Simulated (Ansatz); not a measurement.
A nudged elastic band was laid between two geometries of CH$_{6}$AlBClNS (12 atoms, charge 0, multiplicity 1).

Level of theory: RKS CAM-B3LYP-D4/6-31G* in Ansatz.

```yaml
movable_images: 4
climbing_image: no
spring: 5.0 eV/Å²
optimiser: quadratic models (default)
start_path: IDPP
force_threshold: 0.05 eV/Å
iteration_limit: 60
end_points: relaxed
```

Image 0:

```xyz
12
Properties=species:S:1:pos:R:3
B -1.432 0.292 0.568
C -0.044 -0.225 0.503
N 0.460 -0.857 -0.791
S 1.037 -0.522 1.890
Al 0.778 1.070 -0.860
Cl -0.354 2.052 -2.346
H -2.142 0.224 -0.395
H -1.817 0.817 1.566
H 1.223 -1.512 -0.631
H -0.285 -1.302 -1.323
H 0.402 -1.592 2.411
H 2.252 1.501 -0.559
```

Image 5:

```xyz
12
Properties=species:S:1:pos:R:3
B -1.423 0.342 0.550
C -0.077 -0.265 0.483
N 0.397 -0.864 -0.828
S 1.007 -0.604 1.858
Al 0.578 1.084 -0.940
Cl 2.589 1.637 -0.603
H -2.113 0.360 -0.432
H -1.797 0.855 1.558
H 1.234 -1.431 -0.707
H -0.324 -1.396 -1.310
H 0.297 -1.615 2.399
H -0.290 1.841 -1.995
```

Q: What changes between the two ends?

A: No bond is made or broken. The dihedral N3–C2–Al5–Cl6 goes from 91 to -97°.

Q: Give the energies along the band, and the barrier.

A: It converged. The highest image is number 2 of 0 to 5, 0.75 eV above the first end and 0.80 eV above the last; the last end lies 0.05 eV below the first. No image climbed, so the highest image needn't sit at the top of the path.

```csv
image,path coordinate (Å),energy (eV),dihedral N3–C2–Al5–Cl6 (°)
0,0.00,0.00,91
1,1.46,0.28,127
2,2.92,0.75,169
3,4.38,0.53,-148
4,5.83,0.09,-109
5,7.29,-0.05,-97
```

Q: What is the geometry of the highest image?

A: 
```xyz
12
Properties=species:S:1:pos:R:3:forces:R:3
B -1.346 0.276 0.204 0.02 -0.03 0.00
C -0.048 -0.316 0.568 -0.02 0.02 0.02
N 0.635 -1.017 -0.544 0.01 0.00 -0.01
S 0.625 -0.494 2.211 0.02 0.00 -0.03
Al 0.505 1.045 -0.946 0.01 -0.02 -0.01
Cl -0.249 3.043 -0.924 -0.05 0.00 -0.04
H -1.515 0.351 -1.013 0.00 0.01 0.02
H -2.162 0.762 0.913 0.01 0.01 0.01
H 1.612 -1.224 -0.339 -0.01 -0.01 -0.03
H 0.178 -1.877 -0.834 -0.04 0.01 -0.01
H 0.020 -1.654 2.544 0.00 0.00 0.00
H 1.820 1.050 -1.806 0.05 0.00 0.07
```

Run time: 5.2 min on 2 threads of Arm Neoverse V1, with other jobs on the host, peak memory 0.37 GiB.
